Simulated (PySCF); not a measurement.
Compound: C6H11B.
Numbering: `[CH3:1][CH:2]=[C:3]=[CH:4][B:5]([CH3:6])[CH3:7]` (hydrogens: H8, H9, H10 on C1; H11 on C2; H12 on C4; H13, H14, H15 on C6; H16, H17, H18 on C7)

Geometry (PBE0-D3(BJ)/def2-SVP, Å), atoms numbered from 1 in this order:
```
atom  x, y, z in Å
C1     3.1570   -1.6601   -1.5436
C2     2.2059   -0.8507   -0.7114
C3     1.1039   -0.2975   -1.1502
C4    -0.0289    0.2140   -1.5914
B5    -1.3692   -0.5881   -1.5594
C6    -2.6441    0.0831   -2.1965
C7    -1.4491   -2.0226   -0.9244
H8     3.2786   -2.6722   -1.1247
H9     2.8015   -1.7567   -2.5785
H10    4.1560   -1.1948   -1.5637
H11    2.4536   -0.7036    0.3488
H12    0.0028    1.2356   -1.9981
H13   -2.7447    1.1411   -1.9019
H14   -3.5905   -0.4388   -1.9928
H15   -2.5032    0.0983   -3.2942
H16   -2.0847   -1.9584   -0.0214
H17   -0.4835   -2.4591   -0.6309
H18   -1.9764   -2.7211   -1.5964
```

The calculation used TDDFT wB97X-D/def2-SVPD, vertical, gas phase, core orbitals frozen in the response in PySCF.

Frontier orbitals with the atoms that hold most of them (Löwdin shares over 4%, at most four atoms; ? is withheld):

```
orbital  ε (eV)                           atoms
 HOMO-3  -11.21  C7 20%, B5 17%, C4 16%, C6 13%
 HOMO-2  -10.55  C6 26%, B5 26%, C7 25%, H17 6%
 HOMO-1   -9.61    C4 39%, C3 31%, C2 7%, B5 7%
   HOMO   -8.93                               ?
   LUMO       ?                               ?
 LUMO+1    1.94     B5 49%, C6 6%, C3 5%, C7 4%
 LUMO+2    2.45  C3 29%, C2 27%, C4 11%, H12 8%
```

Question: Which atoms hold the LUMO, and with what shares?

Answer: B5 (bonded to 3 C) 25%; C3 (bonded to 2 C) 24%; C4 (bonded to B, C and H) 16%; C2 (bonded to 2 C and H) 7%. By element: carbon 47% or more, boron 25%.

Question: Which atoms hold the HOMO, and with what shares?

Answer: C2 (bonded to 2 C and H) 33%; C3 (bonded to 2 C) 28%; C4 (bonded to B, C and H) 10%; C1 (bonded to C and 3 H) 8%.

Question: What is the LUMO energy, and the HOMO–LUMO gap?

Answer: ε(LUMO) = 0.66 eV; the gap is 9.59 eV (0.3523 hartree).

Question: How does S1 compare with the orbital gap of 9.59 eV?

Answer: S1 is at 4.57 eV (f = 0.0001), 5.02 eV below the gap, made of HOMO→LUMO (96%). 

Question: One configuration dominates each of S1, S2, S3 and S8. Which, and how do the shares of the two leading atoms of either orbital change from the occupied to the empty one?

Answer: 
- S1 (4.57 eV, f 0.0001), HOMO→LUMO (96%): C2 33% → 7%, C3 28% → 24%, B5 at most 8% → 25%
- S2 (6.13 eV, f 0.309), HOMO-1→LUMO (75%): C4 39% → 16%, C3 31% → 24%, B5 7% → 25%
- S3 (6.17 eV, f 0.089), HOMO-2→LUMO (74%): C6 26% → at most 8%, B5 26% → 25%, C3 at most 6% → 24%
- S8 (7.63 eV, f 0.033), HOMO-1→LUMO+1 (81%): C4 39% → at most 5%, C3 31% → 5%, B5 7% → 49%, C6 at most 7% → 6%

Löwdin shares depend on the basis, the more so with diffuse functions.
